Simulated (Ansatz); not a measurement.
Geometry optimisation, RKS BHLYP/def2-SVP (Ansatz 0.2.0).

Input:

```yaml
crystal:
  periodic: [false, false, false]
  atoms:
    - { symbol: "N", position_ang: [-0.08, 1.9443, 1.7029] }
    - { symbol: C, position_ang: [0.3988, 1.1856, 0.8408] }
    - { symbol: Ge, position_ang: [-0.6835, -0.1684, -0.0385] }
    - { symbol: C, position_ang: [-1.4412, -1.31523, 1.41085] }
    - { symbol: Cl, position_ang: [-2.50664, -0.41005, 2.42676] }
    - { symbol: H, position_ang: [-1.1288, 1.9419, 1.9291] }
    - { symbol: H, position_ang: [1.4844, 1.2776, 0.6111] }
    - { symbol: H, position_ang: [-1.8151, 0.54554, -0.75776] }
    - { symbol: H, position_ang: [0.19169, -0.93338, -0.98825] }
    - { symbol: H, position_ang: [-2.04827, -2.09841, 0.8371] }
    - { symbol: H, position_ang: [-0.63623, -1.77453, 1.91199] }
basis:
  gaussian: { orbitals: def2-SVP }
hamiltonian:
  xc: { name: BHLYP }
relax:
  f_tol: 0.015
  max_steps: 40
```

Run as:

```bash
$ ansatz run input.yaml --threads 2 --pin off --max-ram 3072MiB --backend cpu --events-out ev --progress --plain --runs-dir out
```

**Question.** Where does it end, and by what steps?

**Answer.** The forces met the threshold. After 14 steps the energy has fallen by 0.431 eV; H6 moved furthest, 0.90 Å.

```
step  energy less start (eV)  largest force component (eV/Å)  accepted
   0                  0.0000                           3.577       yes
   1                 -0.2331                           1.225       yes
   2                 -0.1002                           3.219        no
   3                 -0.3449                           1.040       yes
   4                 -0.3918                           0.534       yes
   5                 -0.4068                           0.117       yes
   6                 -0.4131                           0.095       yes
   7                 -0.4162                           0.524       yes
   8                 -0.4220                           0.316       yes
   9                 -0.4265                           0.060       yes
  10                 -0.4193                           0.473        no
  11                 -0.4288                           0.137       yes
  12                 -0.4293                           0.176       yes
  13                 -0.4302                           0.108       yes
  14                 -0.4307                           0.007       yes
```

```xyz
11
Properties=species:S:1:pos:R:3
N 0.118 1.821 1.918
C 0.309 1.334 0.772
Ge -0.650 -0.174 -0.063
C -1.535 -1.238 1.334
Cl -2.740 -0.249 2.230
H -0.639 1.355 2.413
H 1.103 1.791 0.166
H -1.704 0.328 -1.053
H 0.355 -1.071 -0.798
H -2.066 -2.088 0.907
H -0.815 -1.613 2.062
```

Time of the run: 78 s on 2 threads of Arm Neoverse V1 (shared host), peak memory 0.32 GiB.
